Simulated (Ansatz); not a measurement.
Isolated molecules relaxed with PBE0-D4/def2-TZVP in Ansatz; ΔE leaves out vibrations. CBS: MP2 limit from def2 TZ/QZ plus the TZ coupled-cluster correction, frozen cores. Functionals use def2-TZVPP. B3LYP here is the variant with VWN-RPA as its local correlation; programs differ in this. def2 core potentials past Kr. For Sn outer-core shells are correlated without core-valence functions, which leaves a few kJ/mol of doubt a bond. Each species was taken in one conformer, which may not be the lowest.

Reaction (formal exchange of groups at a C–O bond): `COC1=CC1` + `N#[C][SnH]([F])[F]` → `[CH3][Sn]([F])([F])[C]#N` + `OC1=CC1`

**Question.** Is it downhill or uphill in electronic energy at CCSD(T)/CBS, and by how much? (Best estimate.)

**Answer.** Ansatz gave: Downhill: ΔE = -93.8 kJ/mol.

**Question.** What do these levels give: r2SCAN-D4, PBE0, B3LYP, MP2/def2-TZVPP, SCS-MP2/def2-TZVPP, CCSD/def2-TZVPP, CCSD(T)/def2-TZVPP, HF/def2-QZVPP, MP2/def2-QZVPP, HF/CBS(def2), MP2/CBS(def2), CCSD/CBS(def2)? (Estimate.)

**Answer.** The calculation gave: r2SCAN-D4 -86.5, PBE0 -87.3, B3LYP -82.6, MP2/def2-TZVPP -94.5, SCS-MP2/def2-TZVPP -87.3, CCSD/def2-TZVPP -86.7, CCSD(T)/def2-TZVPP -87.6, HF/def2-QZVPP -73.4, MP2/def2-QZVPP -98.0, HF/CBS(def2) -73.4, MP2/CBS(def2) -100.7, CCSD/CBS(def2) -92.9 kJ/mol.

Largest T1 diagnostic among the species: 0.015.

In def2-TZVPP, CCSD(T) changes the Hartree–Fock value by −14.1 kJ/mol (the triples alone add −0.9 kJ/mol) and MP2 by −21.0 kJ/mol.
